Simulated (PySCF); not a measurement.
Se: ionisation energy

Se [Ar] 3d10 4s2 4p4 [4p1/2^2 4p3/2^2, M_J = 2] → Se⁺ [Ar] 3d10 4s2 4p3 [4p1/2^2 4p3/2^1, M_J = 3/2], as a difference of total energies. Calculation: PySCF 2.14, in x2c-TZVPall-2c with one added diffuse shell each of s, p, d type (7s8p5d1f, 63 functions); the two-component X2C-1e Hamiltonian. Correlated levels: [Ne] frozen. "Screened" scales the spin-orbit matrix elements by Boettger's factors to mimic the two-electron term; Breit and QED terms are absent.

```tsv
method	ionisation energy (eV)	error (eV)
GHF (spin-free)	8.424	-1.328
GMP2 (spin-free)	9.289	-0.463
GHF (screened spin-orbit)	8.542	-1.210
GMP2 (screened spin-orbit)	9.403	-0.349
```

Reference: 9.752 eV (measured; NIST Atomic Spectra Database, ionization energies).

The spin-free rows relax to the high-spin LS determinant and lack the spin-orbit shift.

Errors of the correlated levels include the incompleteness of this basis and the frozen core.

The labels give the starting determinants; with spin-orbit coupling the two ends relaxed to ⟨J²⟩ = 6.02, ⟨L²⟩ = 2.08, ⟨S²⟩ = 1.98 and ⟨J²⟩ = 3.75, ⟨L²⟩ = 0.01, ⟨S²⟩ = 3.74.
